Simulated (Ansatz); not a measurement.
The free Nb atom, lowest solution found in each spin (singlets restricted, other states unrestricted); no spin–orbit coupling, and no relativity up to Kr.

Correlated levels freeze the inner cores; with def2 sets outer-core shells near the valence are correlated too.

Run with Ansatz (an electronic-structure program).  In def2 rows elements past Kr take small-core potentials, without spin–orbit coupling.

### Question
One of these levels gives 23.5 kJ/mol for the energy of multiplicity 4 less that of multiplicity 6. Which?
A) B3LYP/def2-TZVPP
B) BHLYP/def2-TZVPP
C) wB97X-V/def2-TZVPP
D) B2PLYP/def2-TZVPP

### Answer
A, B3LYP/def2-TZVPP. The others give 10.3 (BHLYP/def2-TZVPP), 15.7 (wB97X-V/def2-TZVPP), 14.2 (B2PLYP/def2-TZVPP)

Doubts at one or more of the structures used: a spin-contaminated determinant (B3LYP/def2-TZVPP).
